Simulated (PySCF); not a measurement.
**[Ni2F]+, singlet: molecular constants**

These are results of PBE0 in PySCF with F def2-TZVP, Ni def2-TZVP; no relativity; density-fitted integrals, not measurements.

The structure is a higher-order saddle point with 2 imaginary modes (one degenerate set).

```json
{"Point group": "D∞h", "Bond lengths": "F–Ni 1.788 Å (×2)", "Bond angles": "Ni–F–Ni 180.0°", "Rotational constants": "0.04551 cm⁻¹", "Principal quadrupole moments (Buckingham, traceless) about the centre of mass": "-14.10, -14.10, 28.19 D Å", "Principal polarisabilities": "21.5, 21.5, 101.8 bohr³", "Zero-point energy (real modes)": "5.6 kJ/mol", "Dipole moment about the centre of mass": "0.00 D", "Lowest empty level": "-9.00 eV", "Highest occupied level": "-10.49 eV"}
```

Harmonic modes (masses in u: F 18.998, Ni 57.935):
| symmetry | ω (cm⁻¹) | IR (km/mol, summed over degenerate members) |
| --- | --- | --- |
| πu | 42i | – |
| σg+ | 269 | 0.0 |
| σu+ | 675 | 1.2 |

In D∞h the vibrations span πu + σg+ + σu+. The σg+ mode carries no infrared intensity, as symmetry demands. With a centre of inversion only u modes can be infrared active and only g modes Raman active.

Charges (e):
```csv
atom,Mulliken,Löwdin,polar tensor,Mayer order to F1
F1,-0.54,-0.11,-0.25,–
"Ni2,3",0.77,0.56,0.63,0.40
```
Other Mayer orders above 0.3: Ni–Ni 0.88.

Mulliken populations on F1: s 3.95, p 5.58, d 0.01, f 0.00.

Outer orbital energies (eV). occupied: -12.65, -12.10, -12.10, -11.78, -11.78, -11.76, -11.76, -10.49; empty: -9.00, -7.22, -6.47, -2.06.

Stability towards spin polarisation was not tested. Only a few start shapes were tried, so a lower isomer may exist. At this level a singlet minimum of C2v symmetry lies 52 kJ/mol below this structure. The small gap makes a closed-shell description doubtful.

The final relaxation and frequency run took 28 s on 2 threads of a shared Arm Neoverse V2 host, with 121 basis functions and 6 gradients; the process peaked at 0.99 GiB. Launch command: `OMP_NUM_THREADS=2 python axn.py task.json out`.
